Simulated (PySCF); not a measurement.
Method: PySCF 2.14.0 with PBE-D3(BJ)/def2-TZVP // B3LYP-D3(BJ)/def2-SVP. All species are isolated molecules in the gas phase. One relaxed conformer stands for a flexible species; it need not be the lowest. Excitations are Tamm–Dancoff values on a coarser integration grid. The basis has no diffuse functions, so Rydberg states are missing or too high.

Reference species (SMILES): `C=C([SiH3])c1cccc(S)c1` (Si–C–C–C torsion 38°, C–C–S–H torsion 178°) (neutral, multiplicity 1).

```json
{
 "T1 excitation (TDA)": "3.10 eV",
 "HOMO–LUMO gap": "3.29 eV",
 "brightest of the four lowest singlets (TDA)": "4.84 eV"
}
```

Changed species: `c1(c(C=C)c(ccc1)S)[SiH3]` (C–C–C–C torsion -133°, C–C–S–H torsion 16°).

What does the change do to the T1 excitation (TDA), HOMO–LUMO gap and brightest of the four lowest singlets (TDA)?

the T1 excitation (TDA) decreases by 0.12 eV, to 2.98 eV; the HOMO–LUMO gap falls by 0.11 eV, to 3.18 eV; the brightest of the four lowest singlets (TDA) decreases by 0.07 eV, to 4.77 eV.
